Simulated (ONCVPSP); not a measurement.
## Potentials for N compared

Generated with ld1.x 7.5 (TM, RRKJ, ultrasoft, PAW), atompaw 4.2 or ONCVPSP 4.0.1. The cutoff is in Ry: for ld1.x and atompaw files where the sum of valence levels is converged to 10 mRy in a Bessel basis, for ONCV files where the hardest occupied wave has 1 mHa per electron of residual kinetic energy. The error is the largest all-electron minus pseudo excitation energy over each file’s own four to seven test configurations (ionisations up to +4, promotions, holes and added fractions of an electron), all of which were solved. The labels leave out finer settings (local radius, basis sizes, second energies), which also bear on the numbers. Spin-polarised tests are not counted. The rows are a selection from randomly drawn settings: files with unsolved tests, undetermined cutoffs or missed reference levels are left out.

A true bound ghost makes a file unfit for plane-wave use even where its test errors are small: the radial tests pick states by their node count and pass the ghost by.

```tsv
potential	cutoff (Ry)	largest error (meV)	bound ghosts
ONCV, PBE, scalar-relativistic, rc 1.00/1.30 (sp), local smoothed, core correction yes, reference 2s1 2p4, qcut 5.8/13.4, projectors 2/3	165	+522	none
ONCV, PBEsol, scalar-relativistic, rc 0.90/1.25 (sp), local smoothed, core correction no, reference 2s2 2p2.5, qcut 8.2/6.5, projectors 2/1	80	+97	none
ONCV, PBE, scalar-relativistic, rc 1.05/2.05/1.65 (spd), local smoothed, core correction yes, reference 2s2 2p1, qcut 6.1/8.5/6.4, projectors 1/2/1	77	+427	none
ONCV, PBEsol, scalar-relativistic, rc 0.75/1.45 (sp), local smoothed, core correction yes, reference 2s1 2p4, qcut 7.6/9.3, projectors 2/2	335	+171	s
ONCV, LDA (Perdew-Wang 92), scalar-relativistic, rc 0.95/2.05 (sp), local smoothed, core correction yes, reference 2s2 2p2, qcut 7/6, projectors 2/2	93	+2542	none
ONCV, Wu-Cohen, scalar-relativistic, rc 1.10/1.75 (sp), local smoothed, core correction yes, reference 2s1 2p4, qcut 7.6/9.8, projectors 3/2	51	+294	none
ONCV, PBE, scalar-relativistic, rc 0.40/1.45/1.55 (spd), local smoothed, core correction no, reference 1s2 2s1 2p4, qcut 36.9/10.4/5.7, projectors 2/2/2	889	+797	none
ONCV, PBE, scalar-relativistic, rc 1.00/1.35/1.35 (spd), local smoothed, core correction no, reference 2s2 2p3, qcut 5.3/10.2/8.4, projectors 2/1/3	259	+531	none
```

(1) Fill in the row for N: ONCV, PBEsol, scalar-relativistic, rc 0.80/1.35/1.15 (spd), local smoothed, core correction yes, reference 2s2 2p3, qcut 10/12/7.8, projectors 2/3/2.

Answers

(1) cutoff 75 Ry, largest error +280 meV, bound ghosts: none.
